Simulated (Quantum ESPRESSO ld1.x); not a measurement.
Task: Rh3+, 42 electrons, occupied as [Kr] 4d6. All-electron calculation, scalar-relativistic Kohn-Sham, LDA (Slater exchange, Perdew-Wang correlation), spin-polarised, spherical densities, point nucleus; open shells are filled with parallel spins first. Program: ld1.x of Quantum ESPRESSO 7.5. Some entries of the table are withheld. Estimate them.

| orbital | occ. | eigenvalue (eV) | r(max) (bohr) |
|---|---|---|---|
| 1s up | 1 | -23045.7 | 0.02120 |
| 1s down | 1 | -23045.7 | 0.02120 |
| 2s up | 1 | -3373.79 | 0.1199 |
| 2s down | 1 | -3373.09 | 0.1199 |
| 2p up | 3 | -3029.44 | 0.09578 |
| 2p down | 3 | -3028.90 | 0.09577 |
| 3s up | 1 | -632.629 | 0.3519 |
| 3s down | 1 | -632.138 | 0.3519 |
| 3p up | 3 | -519.476 | 0.3448 |
| 3p down | 3 | -518.942 | 0.3449 |
| 3d up | 5 | -338.038 | 0.2908 |
| 3d down | 5 | -337.328 | 0.2910 |
| 4s up | 1 | -119.752 | 0.8791 |
| 4s down | 1 | -116.842 | 0.8766 |
| 4p up | 3 | -87.3961 | (1) |
| 4p down | 3 | -84.3947 | (2) |
| 4d up | 5 | -40.9228 | 1.111 |
| 4d down | 1 | -37.9999 | 1.110 |
| 5s up | 0 | -30.5918 | (3) |
| 5s down | 0 | -29.0376 | (4) |
| 5p up | 0 | (5) | 2.522 |
| 5p down | 0 | (6) | 2.590 |

Result: 
(1) 4p up r(max) (bohr): 0.9397
(2) 4p down r(max) (bohr): 0.9369
(3) 5s up r(max) (bohr): 2.193
(4) 5s down r(max) (bohr): 2.234
(5) 5p up eigenvalue (eV): -23.1820
(6) 5p down eigenvalue (eV): -22.0451
